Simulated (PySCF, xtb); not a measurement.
Sn(H)(Cl)2(OMe) (CH4Cl2OSn), SMILES C[O][SnH]([Cl])[Cl].

GFN2-xTB (xtb) at its own geometry gives an orbital gap of 3.18 eV and a dipole moment of 2.88 D.

Coordinates come from a B3LYP-D3(BJ)/def2-SVP optimisation. The structure was generated by enumeration; whether it is a known compound was not checked. The def2 effective core potentials stand for the cores of Sn; spin–orbit coupling is left out. Other conformers were not sampled.

Question: What does PySCF with CAM-B3LYP/def2-TZVP give? (The exact figures need the calculation; the answer reports its results.)

Answer: gap 8.65 eV (levels -9.81 and -1.16 eV), dipole 1.30 D.
